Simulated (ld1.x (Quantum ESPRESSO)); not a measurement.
## technetium: RRKJ pseudisation with LDA (PZ), scalar-relativistic reference atom.

- Element: Tc
- Generator: ld1.x (Quantum ESPRESSO) 7.5
- Type: norm-conserving RRKJ (Kleinman–Bylander form)
- Functional: LDA (PZ)
- Relativity: scalar-relativistic
- Frozen core: [Ar] 3d10
- Valence charge: 15
- Reference configuration: 4s2 4p6 4d5 5s2 5p0
- Partial waves: 4p (bound): rc 1.25 bohr; 4d (bound): rc 0.40 bohr; 4f channel at 0.4 Ry: rc 1.05 bohr; 4s (bound): rc 1.05 bohr
- Local potential: the s channel
- Core correction: a·sin(br)/r model core inside 0.40 bohr
- rho0: 0.01

Occupied shells without a wave of their own: 5s. They enter only through the test configuration that unscreens the potential, and ld1.x also counts them in the model core charge.

(1) Is a potential produced?

Results:

(1) No. ld1.x (Quantum ESPRESSO) 7.5 stopped with "run_pseudo: Errors in PS-KS equation": the pseudo-atom solver did not find the valence states with the expected number of nodes, which is the usual sign of a ghost state. The 4d radius of 0.40 bohr lies inside the outermost node of the all-electron wave at 0.50 bohr. Before that it printed "Warning: n=3, l=2 expected 0 nodes, found 1".
